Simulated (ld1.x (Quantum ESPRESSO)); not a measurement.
**Varying the TM potential for niobium**

Base potential:

Nb, norm-conserving Troullier–Martins (Kleinman–Bylander form), made with ld1.x (Quantum ESPRESSO) 7.5 (PBE, scalar-relativistic). Core [Ar] 3d10, reference 4s2 4p6 4d3.5 5s0 5p0 (charge +1.5). Waves: 4s (bound): rc 1.50 bohr; 4d (bound): rc 1.65 bohr; 4p (bound): rc 1.45 bohr. Local part: the p channel. Core correction: a·sin(br)/r model core, default radius (core density twice the valence density).

All-electron outer shells of the reference configuration (PBE, scalar-relativistic, ld1.x):

```
shell  level (eV)  outermost node (bohr)  outermost maximum (bohr)
   3d     -207.99                      –                      0.33
   4s      -70.06                   0.53                      1.04
   4p      -46.15                   0.54                      1.12
   4d      -13.96                   0.55                      1.47
   5s      -13.01                   1.39                      2.82
   5p       -8.82                   1.59                      3.44
```

Cutoffs, loose and tight: the cutoffs (Ry, on a coarse ladder) from which the occupation-weighted sum of valence levels, in a spherical-Bessel basis at the reference potential, stays within 10 and 1 mRy of its value at 400 Ry. They do not see the model core or the augmentation charge, which bear on the density cutoff. Test errors are all-electron minus pseudo excitation energies from the reference, over the configurations 4s2 4p6 4d4 5s1 5p0; 4s2 4p6 4d4 5s0 5p0; 4s2 4p6 4d3 5s0 5p0; 4s2 4p5 4d4 5s1 5p0; 4s2 4p6 4d5 5s0 5p0; 4s2 4p6 4d4 5s0.5 5p0; 4s2 4p6 4d4.5 5s0.5 5p0. A dash means not determined; rows that change the core or the reference have their own tests.

On the changes marked as counting shells twice: ld1.x takes every shell without a wave as core, so the model core holds the marked electrons as well and exchange and correlation see them twice. This cancels in the reference configuration, but the file is broken for other ones, and its errors say nothing about a proper core correction.

| change | outcome | cutoff, loose | cutoff, tight | bound ghosts | largest test error (meV) |
| --- | --- | --- | --- | --- | --- |
| base | generated | 70 Ry | 110 Ry | none | +157 |
| wave 4p (bound): rc 1.45 bohr becomes 4p (bound): rc 1.84 bohr | generated | 60 Ry | 100 Ry | none | +240 |
| all radii but the core radius scaled by about 1.28 (s 1.92, p 1.86, d 2.12 bohr) | generated | 35 Ry | 50 Ry | none | +868 |
| reference 4s2 4p6 4d4.5 5s0.5 5p0 (5s counted twice) | generated | 70 Ry | 110 Ry | none | -202 |
| wave 4d (bound): rc 1.65 bohr becomes 4d (bound): rc 2.12 bohr | generated | 70 Ry | 110 Ry | none | +148 |
| local potential the s channel | generated | 70 Ry | 110 Ry | none | +429 |
| wave 4s (bound): rc 1.50 bohr becomes 4s (bound): rc 2.12 bohr | generated | 55 Ry | 100 Ry | none | +1121 |
